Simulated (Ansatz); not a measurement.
C2H6Si, SMILES `C=[SiH]C` (charge 0, multiplicity 1).

Z-matrix (Å, degrees):
```
Si
C 1 1.7003
H 2 1.0823 1 121.93
H 2 1.0826 3 115.39 1 -179.97
H 1 1.4767 2 120.80 3 0.09
C 1 1.8649 5 114.54 2 179.96
H 6 1.0904 1 110.15 5 179.84
H 6 1.0920 7 108.52 1 121.64
H 6 1.0920 7 108.46 8 116.48
```
Charge 0, spin multiplicity 1.

Frozen-core energies in 6-31g from Ansatz (a program for electronic structure) at a geometry from B3LYP-D3(BJ)/def2-TZVP; the HF reference has <S^2> = 0.00 (restricted, and unstable towards unrestricted orbitals) and the T1 diagnostic is 0.011.

```csv
level,energy (Ha),difference from CCSDTQ (mHa)
HF,-368.01915,290.19
MP2,-368.26197,47.37
CCSD,-368.30076,8.58
CCSD(T),-368.30815,1.19
CCSDT,-368.30882,0.52
CCSDT(Q),-368.30939,-0.05
CCSDTQ,-368.30934,0.00
```
